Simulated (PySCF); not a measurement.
Calculated NMR data

PySCF 2.14.0 with density-fitted response routines calculation with σ from GIAO-PBE0/pcSseg-1, couplings computed with B3LYP/pcJ-1 and GFN2-xTB geometry; one averaged value for each set of equivalent atoms, no relativistic terms, one conformer, gas phase.

Referencing at the same level of theory: ¹H, ¹³C vs TMS. Multiplet labels drop J under 1 Hz and among equivalent protons, and merge close values. Unscaled 3J(H,H) run several per cent high. Where no couplings were computed, multiplicities follow the n + 1 count of equivalent neighbours, and m marks all less simple cases (inequivalent or close neighbours, rings, F or P nearby). One-bond C–F couplings are unscaled and too large by tens of Hz. Shifts are as computed. Against solution values, carbons near 30 ppm lie about +3 ppm off and those near 130 ppm about +5 ppm. Of 1211 compounds with measured shifts, 218 miss one by over three times the rms of a fit or turn the order of signals round; such compounds aren't used in these exercises. OH and NH positions are gas-phase values without hydrogen bonding to other molecules.

**1.** SMILES CC(/C=N\[SiH3])=C/C=O, C₅H₉NOSi. ¹H NMR (400 MHz, computed): δ 9.85 (d, 1H), 9.29 (s, 1H), 6.05 (d, 1H), 4.97 (s, 3H), 2.21 (s, 3H). ¹³C{¹H} NMR (computed): δ 194.0, 177.6, 164.8, 137.2, 24.1.

**2.** `NCc1coc([SiH3])c1`, C₅H₉NOSi. ¹H NMR (400 MHz, computed): δ 7.73 (m, 1H), 6.96 (m, 1H), 4.48 (s, 3H), 3.84 (s, 2H), 0.72 (br s, 2H). ¹³C{¹H} NMR (computed): δ 152.9 (C), 150.0 (CH), 139.9 (C), 130.5 (CH), 42.7 (CH2).

**3.** HC≡CCH2F (SMILES C#CCF). ¹H NMR (400 MHz, computed): δ 5.32 (dd, J = 53.2, 3.5 Hz, 2H), 2.19 (dt, J = 6.5, 3.5 Hz, 1H). ¹³C{¹H} NMR (computed): δ 86.4 (d, J = 10.7 Hz), 83.1 (d, J = 16.9 Hz), 73.4 (d, J = 227.2 Hz).
